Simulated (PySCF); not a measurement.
Ionisation energy of Os⁴⁰⁺ by level of theory

Os⁴⁰⁺ [Kr] → Os⁴¹⁺ [Ar] 3d10 4s2 4p5 [4p1/2^2 4p3/2^3, M_J = 3/2], as a difference of total energies. All numbers are calculated (PySCF 2.14, the two-component X2C-1e Hamiltonian, in an uncontracted even-tempered set (16 s from 4.8 bohr⁻², ratio 2.8; 14 p from 6.2 bohr⁻², ratio 2.8; 8 d from 11 bohr⁻², ratio 2.8; 4 f from 31 bohr⁻², ratio 3)). Correlated levels: [Ne] frozen; the 78 highest virtual spinors dropped. "Screened" scales the spin-orbit matrix elements by Boettger's factors to mimic the two-electron term; Breit and QED terms are absent.

| method | ionisation energy (eV) |
| --- | --- |
| GHF (spin-free) | 2022.6 |
| GMP2 (spin-free) | 2024.0 |
| GHF (screened spin-orbit) | 1990.4 |
| GMP2 (screened spin-orbit) | 1991.9 |

Breit and QED terms and the two-electron picture change are absent.

The spin-free rows lack the spin-orbit shift.

For comparison: 1996 ± 4 eV (theoretical estimate listed by NIST; NIST Atomic Spectra Database, ionization energies).
